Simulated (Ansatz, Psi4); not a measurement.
**Exact exchange and the electronic atomisation energy of GaF**

GaF: 2 atoms, total charge 0, spin state singlet. SMILES: `[F][Ga]`. The shape is that of a PBE0-D4/def2-TZVP optimisation.

The electronic atomisation energy y, in eV, basis def2-TZVPPD; a is the functional's share of exact exchange. Programs: Ansatz 0.2.0, Psi4 1.11.

| functional | program | a | y (eV) |
| --- | --- | --- | --- |
| PBE | Psi4 | 0 | 6.31 |
| r2SCAN | Psi4 | 0 | 6.13 |
| TPSSh | Psi4 | 0.1 | 6.04 |
| B3LYP | Psi4 | 0.2 | 6.06 |
| PBE0 | Psi4 | 0.25 | 5.97 |
| r2SCAN0 | Ansatz | 0.25 | ? |
| BHLYP | Psi4 | 0.5 | 5.67 |

Problem. Fit y = c + s·a to the known rows and predict r2SCAN0.

Solution. 
1. Means of the 6 rows: a = 0.1750, y = 6.030.
2. Σ(Δa)² = 0.17875, Σ(Δa·Δy) = -0.188, so the slope is -0.188/0.17875 = -1.0517.
3. Intercept: 6.030 − (-1.0517) × 0.1750 = 6.214. The largest residual of the fit is 0.096.
4. r2SCAN0: 6.214 + (-1.0517) × 0.25 = 5.95 eV.

The run gave 5.83 eV, so the prediction is off by +0.12 eV, about the largest residual. The rows mix families of semi-local functionals, which the line can't see.
